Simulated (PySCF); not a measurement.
**As⁺ (arsenic, charge +1) across methods**

[Ar] 3d10 4s1 4p2 4d1, one real determinant (an excited configuration). Calculation: PySCF 2.14, in aug-cc-pVTZ-PP with ECP10MDF (6s5p4d2f, 55 functions); a scalar-relativistic core potential.

```
method  E (hartree)  mean ε 4s α (eV)  mean ε 4p α (eV)  mean ε 4d α (eV)  Σ⟨r²⟩ (bohr²)   ⟨S²⟩
   LDA    -330.8361           -28.316           -17.438            -5.788          39.85  6.001
 HSE06    -331.3311           -29.616           -18.363            -5.970          40.17  6.001
  BLYP    -331.3241           -27.861           -17.056            -5.630          40.28  6.000
 B3LYP    -331.4089           -29.614           -18.377            -6.161          40.27  6.000
  PBE0    -331.3387           -30.043           -18.789            -6.328          40.08  6.001
r2SCAN    -331.2490           -29.003           -17.941            -5.770          40.19  6.001
   PBE    -331.3660           -28.074           -17.354            -5.835          39.96  6.001
   UHF   -330.23417           -35.363           -22.604            -7.419          41.28  6.001
```

⟨L²⟩ = 7.91 against 12 for a pure F term, so this real determinant mixes terms. Energies and moments cover only the electrons outside the core potential. The outer electron is Rydberg-like, and this basis confines it to a smaller radius and binds it less than a complete one would.
